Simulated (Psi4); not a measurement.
F4Te, singlet, at a GFN2-xTB geometry (core potentials on Te); B3LYP/def2-SVP (Psi4).

Here is a job for Psi4.
```
memory 2 GB

molecule mol {
0 1
Te   -0.005252   -0.001647    0.346673
F     1.024548    1.414191   -0.478635
F     1.419325   -1.014789   -0.484197
F    -1.009376   -1.409432   -0.522865
F    -1.404153    1.019549   -0.517302
}

set {
  basis def2-svp
  reference rks
  scf_initial_accelerator none
}

energy('b3lyp')
print_variables()
```

Predict the main parts of the log of this Psi4 run.


```
   => Loading Basis Set <=

    Name: DEF2-SVP
    Role: ORBITAL
    Keyword: BASIS

    !!!  WARNING: ECP capability is in beta. Please check occupations closely.  !!!

         ---------------------------------------------------------
                                   SCF
               by Justin Turney, Rob Parrish, Andy Simmonett
                          and Daniel G. A. Smith
                              RKS Reference
         ---------------------------------------------------------

  ==> Geometry <==

    Molecular point group: c1
    Full point group: C1

    Geometry (in Angstrom), charge = 0, multiplicity = 1:

       Center              X                  Y                   Z               Mass
    ------------   -----------------  -----------------  -----------------  -----------------
         TE          -0.004738255362    -0.001486194873     0.312767205910   129.906222748000
         F            1.025061744638     1.414351805127    -0.512540794090    18.998403162730
         F            1.419838744638    -1.014628194873    -0.518102794090    18.998403162730
         F           -1.008862255362    -1.409271194873    -0.556770794090    18.998403162730
         F           -1.403639255362     1.019709805127    -0.551207794090    18.998403162730

  Running in c1 symmetry.

  Rotational constants: A =      0.11277  B =      0.11277  C =      0.07326 [cm^-1]
  Rotational constants: A =   3380.66931  B =   3380.66821  C =   2196.32547 [MHz]
  Nuclear repulsion =  330.525895215155970

  Charge       = 0
  Multiplicity = 1
  Electrons    = 60
  Nalpha       = 30
  Nbeta        = 30

  ==> Algorithm <==

  SCF Algorithm Type is DF.
  DIIS enabled.
  MOM disabled.
  Fractional occupation disabled.
  Guess Type is SAD.
  Energy threshold   = 1.00e-06
  Density threshold  = 1.00e-06
  Integral threshold = 1.00e-12

  ==> Primary Basis <==

  Basis Set: DEF2-SVP
    Blend: DEF2-SVP
    Number of shells: 34
    Number of basis functions: 82
    Number of Cartesian functions: 88
    Spherical Harmonics?: true
    Max angular momentum: 2

  Core potential: DEF2-SVP
    Number of shells: 4
    Number of ECP primitives: 18
    Number of ECP core electrons: 28
    Max angular momentum: 3

  ==> DFT Potential <==

   => LibXC <=

    Version 7.1.2
    S. Lehtola, C. Steigemann, M. J. T. Oliveira, and M. A. L. Marques,  SoftwareX 7, 1–5 (2018) (10.1016/j.softx.2017.11.002)

   => Composite Functional: B3LYP <=

    B3LYP Hyb-GGA Exchange-Correlation Functional

    P. J. Stephens, F. J. Devlin, C. F. Chabalowski, and M. J. Frisch,  J. Phys. Chem. 98, 11623 (1994) (10.1021/j100096a001)

    Deriv               =              1
    GGA                 =           TRUE
    Meta                =          FALSE

    Exchange Hybrid     =           TRUE
    MP2 Hybrid          =          FALSE

   => Exchange Functionals <=

    0.0800   Slater exchange
    0.7200         Becke 88

   => Exact (HF) Exchange <=

    0.2000               HF

   => Correlation Functionals <=

    0.1900   Vosko, Wilk & Nusair (VWN5_RPA)
    0.8100   Lee, Yang & Parr

   => LibXC Density Thresholds  <==

    XC_HYB_GGA_XC_B3LYP:  1.00E-15

   => Molecular Quadrature <=

    Radial Scheme          =       TREUTLER
    Pruning Scheme         =           NONE
    Nuclear Scheme         =       TREUTLER

    Blocking Scheme        =         OCTREE
    BS radius alpha        =              1
    Pruning alpha          =              1
    Radial Points          =             75
    Spherical Points       =            302
    Total Points           =         108293
    Total Blocks           =            861
    Max Points             =            256
    Max Functions          =             79
    Weights Tolerance      =       1.00E-15

   => Loading Basis Set <=

    Name: (DEF2-SVP AUX)
    Role: JKFIT
    Keyword: DF_BASIS_SCF

  ==> Integral Setup <==

  SCF_SUBTYPE=INCORE selected. In-core MEM_DF algorithm will be used.
  Using in-core AOs.

  ==> MemDFJK: Density-Fitted J/K Matrices <==

    J tasked:                   Yes
    K tasked:                   Yes
    wK tasked:                   No
    Algorithm:                 Core
    Schwarz Cutoff:           1E-12
    Mask sparsity (%):       1.6657
    Fitting Condition:        1E-10

   => Auxiliary Basis Set <=

  Basis Set: (DEF2-SVP AUX)
    Blend: DEF2-UNIVERSAL-JKFIT
    Number of shells: 146
    Number of basis functions: 526
    Number of Cartesian functions: 681
    Spherical Harmonics?: true
    Max angular momentum: 5

  Minimum eigenvalue in the overlap matrix is 3.6055830657E-02.
  Reciprocal condition number of the overlap matrix is 1.0708283798E-02.
    Using symmetric orthogonalization.

  ==> Pre-Iterations <==

  SCF Guess: Superposition of Atomic Densities via on-the-fly atomic UHF (no occupation information).

   -------------------------
    Irrep   Nso     Nmo
   -------------------------
     A         82      82
   -------------------------
    Total      82      82
   -------------------------

  ==> Iterations <==

                           Total Energy        Delta E     RMS |[F,P]|

   @DF-RKS iter SAD:  -664.44539530302563   -6.64445e+02   0.00000e+00
   @DF-RKS iter   1:  -666.93537456584932   -2.48998e+00   9.30729e-03 DIIS
   @DF-RKS iter   2:  -666.46066660339795    4.74708e-01   1.69212e-02 DIIS
   @DF-RKS iter   3:  -667.13586899532675   -6.75202e-01   1.17708e-03 DIIS
   @DF-RKS iter   4:  -667.13962167579803   -3.75268e-03   2.47499e-04 DIIS
   @DF-RKS iter   5:  -667.13978421077627   -1.62535e-04   4.11616e-05 DIIS
   @DF-RKS iter   6:  -667.13978731432894   -3.10355e-06   2.49911e-05 DIIS
   @DF-RKS iter   7:  -667.13978878834780   -1.47402e-06   2.81354e-06 DIIS
   @DF-RKS iter   8:  -667.13978881599019   -2.76424e-08   3.13653e-07 DIIS
  Energy and wave function converged.

  ==> Post-Iterations <==

   Electrons on quadrature grid:
      Ntotal   =   60.0000872512 ; deviation = 8.725e-05

    Orbital Energies [Eh]
    ---------------------

    Doubly Occupied:

[...]
    Virtual:

[...]
      82A     52.383542

    Final Occupation by Irrep:
              A
    DOCC [    30 ]
    NA   [    30 ]
    NB   [    30 ]

  @DF-RKS Final Energy:  -667.13978881599019

   => Energetics <=

    Nuclear Repulsion Energy =            330.5258952151559697
    One-Electron Energy =               -1682.5316614020487123
    Two-Electron Energy =                 735.6834902766621553
    DFT Exchange-Correlation Energy =     -50.8175129057595996
    Empirical Dispersion Energy =           0.0000000000000000
    VV10 Nonlocal Energy =                  0.0000000000000000
    Total Energy =                       -667.1397888159901868

Computation Completed

Properties will be evaluated at   0.000000,   0.000000,   0.000000 [a0]

Properties computed using the SCF density matrix

 Multipole Moments:

 ------------------------------------------------------------------------------------
     Multipole            Electronic (a.u.)      Nuclear  (a.u.)        Total (a.u.)
 ------------------------------------------------------------------------------------

 L = 1.  Multiply by 2.5417464519 to convert [e a0] to [Debye]
 Dipole X            :         -0.3620975            0.3361306           -0.0259669
 Dipole Y            :         -0.1135611            0.1054303           -0.0081308
 Dipole Z            :         23.8995365          -22.1876271            1.7119093
 Magnitude           :                                                    1.7121256

 ------------------------------------------------------------------------------------

  Variable Map:
  ----------------------------------------------------------------------------
[...]
  Array Variable Map:
  ----------------------------------------------------------------------------
[...]
[...]
```
